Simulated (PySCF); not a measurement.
BrH5N2OSi.

```xyz
10

N     -1.2491     1.6702     0.7811
Si    -0.1216     0.4010     0.7466
N      1.4218     1.0462     1.0774
O     -0.7727    -0.7454     1.7509
Br     0.1904    -0.6634    -1.2232
H     -1.0530     2.5462     0.3139
H     -2.2400     1.4736     0.8496
H      2.2622     0.6123     0.7177
H      1.5834     1.5764     1.9260
H     -0.5424    -1.6537     1.5352
```

Coordinates come from a PBE0-D3(BJ)/def2-SVP optimisation. This is a generated structure with no PubChem entry under its InChIKey; it may be hypothetical. The values are those of a single conformer.

The numbers are results of PBE/pcSseg-1 (PySCF), not measurements. Non-relativistic, no solvent.

Computed absolute GIAO shielding of each atom: isotropic value and principal components (ppm):
| atom | σ(iso) | σ11 | σ22 | σ33 | span |
|---|---|---|---|---|---|
| N1 | 224.1 | 195.3 | 221.1 | 256.1 | 60.8 |
| Si2 | 363.1 | 332.3 | 346.4 | 410.5 | 78.2 |
| N3 | 218.7 | 180.9 | 210.4 | 264.8 | 83.8 |
| O4 | 230.7 | 191.4 | 213.3 | 287.4 | 96.0 |
| Br5 | 2500.4 | 2249.8 | 2301.7 | 2949.8 | 700.1 |
| H6 | 30.3 | 23.7 | 26.7 | 40.5 | 16.8 |
| H7 | 30.1 | 23.4 | 26.3 | 40.7 | 17.3 |
| H8 | 30.2 | 22.9 | 28.5 | 39.3 | 16.4 |
| H9 | 30.2 | 23.3 | 25.5 | 42.0 | 18.7 |
| H10 | 29.5 | 22.0 | 27.0 | 39.6 | 17.6 |
